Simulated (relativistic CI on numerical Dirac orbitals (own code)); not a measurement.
# Rh²⁺ (4d7) in a crystal field

Calculated by Dirac-Coulomb-Breit CI, separate exchange-only KLI orbitals for each configuration, model QED (radiative potential, 1s self-energy scaled to tabulated hydrogen-like ionisation energies), valence Slater integrals scaled by 0.7, one configuration in a parametric crystal field (own radial code).

Field parameters in Wybourne normalisation: D4h B²₀ = −7Ds, B⁴₀ = 21(Dq − Dt), B⁴₄ = 21√(5/14) Dq. The field is a parameter set, without covalency.

S is read from ⟨S²⟩ = S(S + 1).

Levels (cm⁻¹, degeneracy): 0 (2), 2925 (2), 5671 (2), 6127 (2), 6683 (2), 7762 (2), 9059 (2), 9349 (2), 14993 (2), 15633 (2), 17117 (2), 17356 (2).

Q: Which field gives this pattern?
A. D4h, 10Dq = 20800, Ds = -1090, Dt = 550 cm⁻¹
B. D4h, 10Dq = 20800, Ds = 3000, Dt = 550 cm⁻¹
C. D4h, 10Dq = 20800, Ds = -270, Dt = 550 cm⁻¹
D. D4h, 10Dq = 20800, Ds = 140, Dt = 550 cm⁻¹

A: D. D4h, 10Dq = 20800, Ds = 140, Dt = 550 cm⁻¹, ground level with S = 0.55.
